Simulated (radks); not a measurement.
Task: The magnesium ion Mg4+ is in [He] 2s2 2p4. Method: scalar-relativistic Kohn-Sham, PBEsol, spin-polarised, spherical densities, finite nucleus; Fermi nuclear charge, rms radius of each element as measured or else 0.836 A^(1/3) + 0.57 fm; computed with a radial shooting solver on a logarithmic mesh with Libxc functionals. Open shells are filled with parallel spins first. One electron is removed from 2s, 2p, 1s in turn, with full relaxation. Which removal costs least, and what does each cost?

Result: 2p 140.54 eV; 2s 171.48 eV; 1s 1411.8 eV. The 2p electron leaves first.
